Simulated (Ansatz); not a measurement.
C3H9N, charge +1, doublet, at a GFN2-xTB geometry (a state made from the parent by changing its charge; the spin is typed, not shown lowest); B3LYP-D3BJ/def2-SV(P) (Ansatz, a program for electronic structure).

Input for Ansatz:
Ansatz 0.2 input:
```yaml
crystal:
  periodic: [false, false, false]
  atoms:
    - {symbol: C, position_ang: [-0.35994749, 1.33972464, 0.25749879]}
    - {symbol: N, position_ang: [-0.00000000, 0.00000000, -0.00000000]}
    - {symbol: C, position_ang: [1.30503589, -0.44877053, 0.29362609]}
    - {symbol: C, position_ang: [-0.94508840, -0.89095411, -0.55112489]}
    - {symbol: H, position_ang: [0.29490710, 2.03132563, -0.28835847]}
    - {symbol: H, position_ang: [-0.22048513, 1.58398674, 1.31862692]}
    - {symbol: H, position_ang: [-1.39421123, 1.53282426, -0.02045677]}
    - {symbol: H, position_ang: [1.79431965, -0.84151593, -0.60718414]}
    - {symbol: H, position_ang: [1.27892742, -1.28885482, 0.99980125]}
    - {symbol: H, position_ang: [1.91441449, 0.35017434, 0.71146941]}
    - {symbol: H, position_ang: [-1.31613840, -0.51880136, -1.51493547]}
    - {symbol: H, position_ang: [-0.52020326, -1.88299860, -0.69101265]}
    - {symbol: H, position_ang: [-1.83153063, -0.96614026, 0.09204992]}
basis:
  gaussian:
    orbitals: def2-SV_P_.json
hamiltonian:
  xc: b3lyp
  dispersion: d3bj
total_charge: 1
magnetization: {spin_polarized: true, initial_magnetization: 1}
```
The basis file holds def2-SV(P) in the JSON format of the Basis Set Exchange.

It wrote (shortened):

```
Functional definition: B3LYP
872 factors; integrals over basis functions are off by at most 8.0e-4 eV
mean field evaluation 1: about -4723.7158 eV, gradient 4.9e1 eV
mean field evaluation 2: about -4720.0398 eV, gradient 5.5e1 eV
mean field evaluation 4: about -4735.6362 eV, gradient 2.9e0 eV
mean field evaluation 8: about -4735.9389 eV, gradient 1.0e-1 eV
mean field evaluation 16: about -4735.9390 eV, gradient 7.5e-5 eV
mean field -4735.93903773 eV, -174.0425495018 hartree, gradient 7.5e-5 eV, S^2 0.754211; 0 other end points of the search recorded, 0 dependent functions left out
reference -4735.93925432 eV, -174.0425574612 hartree; 17, 16 occupied and 57, 58 virtual orbitals, 872 factors
Total energy: -4736.31166147 eV, -174.0562431718 hartree
```
